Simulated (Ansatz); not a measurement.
Job for Ansatz (a program for electronic structure): U-CCSD(T)/def2-SVP on BFHI (SMILES FBI), a point of a bond scan (R = 2.350 Å). Elements past Kr take the def2 small-core potentials; no spin–orbit coupling. The run froze 11 orbitals, filled d shells among them.

Ansatz 0.2 input:
```yaml
crystal:
  periodic: [false, false, false]
  atoms:
    - {symbol: B, position_ang: [-0.24474767, -1.33345574, 0.80641967]}
    - {symbol: F, position_ang: [0.79230233, -1.74375557, 1.49667712]}
    - {symbol: H, position_ang: [-1.26010087, -1.94582817, 0.81786299]}
    - {symbol: I, position_ang: [-0.07196994, 0.63782855, -0.46086953]}
basis:
  gaussian:
    orbitals: def2-SVP
correlation: {method: ccsd_t, electrons: outside_noble_gas}
scf: {omitted_lower_state_checks: [cluster_reference]}
magnetization: {spin_polarized: true, initial_magnetization: 0}
```

The log:

```
WARN ansatz: RAYON_NUM_THREADS=1 ignored (pool sized by the plan → 1); use --threads N
Functional definition: HF
these checks for a lower state are left out or cut short: cluster_reference
integrals: 0.05 GiB planned
656 factors; integrals over basis functions are off by at most 1.3e-3 eV
mean field: 0.20 GiB planned
mean field evaluation 1: about -11463.1778 eV, gradient 1.7e1 eV
mean field evaluation 2: about -11463.2230 eV, gradient 1.7e1 eV
mean field evaluation 4: about -11464.7719 eV, gradient 1.5e0 eV
mean field evaluation 8: about -11464.7993 eV, gradient 1.4e-1 eV
mean field -11464.79966697 eV, -421.3236166408 hartree, gradient 1.5e-6 eV, S^2 0.000000; 0 other end points of the search recorded, 0 dependent functions left out
11 core orbitals not correlated
reference -11464.79966697 eV, -421.3236166408 hartree; 9, 9 occupied and 39, 39 virtual orbitals, 656 factors
second order -9.89713595 eV of doubles, -0.00000000 eV of singles
coupled cluster: 0.16 GiB planned
cycle   1  -10.14683155 eV  change   -2.5e-1 eV  update   8.7e-2
cycle   2  -10.39631711 eV  change   -2.5e-1 eV  update   2.6e-2
cycle   3  -10.46666424 eV  change   -7.0e-2 eV  update   1.5e-2
cycle   4  -10.46448239 eV  change    2.2e-3 eV  update   4.0e-3
cycle   5  -10.46193177 eV  change    2.6e-3 eV  update   1.6e-3
cycle   6  -10.46201400 eV  change   -8.2e-5 eV  update   6.1e-4
cycle   7  -10.46194889 eV  change    6.5e-5 eV  update   1.9e-4
cycle   8  -10.46194257 eV  change    6.3e-6 eV  update   8.4e-5
cycle   9  -10.46195681 eV  change   -1.4e-5 eV  update   2.8e-5
cycle  10  -10.46194771 eV  change    9.1e-6 eV  update   8.6e-6
perturbative correction -0.23869023 eV, -0.0087717041 hartree
Total energy: -11475.50030491 eV, -421.7168578320 hartree
Checks for a lower state left out: cluster_reference
```

The run converged.

Cost: about 2.6 core-seconds (a rough figure).
